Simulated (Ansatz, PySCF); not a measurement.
In(OH)(NH2)2 (H₅InN₂O), SMILES [OH][In]([NH2])[NH2].

Geometry optimised at PBE-D3(BJ)/def2-SVP. The structure was generated by enumeration; whether it is a known compound was not checked. The def2 effective core potentials stand for the cores of In; spin–orbit coupling is left out. The values are those of a single conformer.

Vertical ionisation energy (IE) and electron affinity (EA) in eV. Rows of orbital energies are one-electron estimates. Where ΔSCF, EOM or ADC give a negative EA the extra electron is unbound and the value depends on the basis.

| level | IE | EA |
|---|---|---|
| −ε(HOMO), −ε(LUMO), B3LYP/def2-TZVP (PySCF) | 6.98 | 1.77 |
| −ε(HOMO), −ε(LUMO), PBE/def2-TZVP (PySCF) | 5.86 | 2.26 |
| ΔSCF, CAM-B3LYP/def2-SVPD (Ansatz), final states of multiplicity 2 and 2 | ___ | ___ |
| ΔSCF, PBE/def2-SVPD (Ansatz), final states of multiplicity 2 and 2 | 8.94 | 0.28 |

Q: What belongs in the gaps? (Estimate from the structure and the level; the computed values follow.)

A: 
- ΔSCF, CAM-B3LYP/def2-SVPD (Ansatz, a program for electronic structure), final states of multiplicity 2 and 2, IE: 9.56
- ΔSCF, CAM-B3LYP/def2-SVPD (Ansatz), final states of multiplicity 2 and 2, EA: 0.20

Q: What vertical singlet–triplet gap does ΔSCF give with CAM-B3LYP/def2-SVPD (Ansatz) and with PBE/def2-SVPD (Ansatz)? (An estimate is asked for; the answer gives what the named calculation found.)

A: 4.13 and 3.51 eV (triplet above singlet where positive).
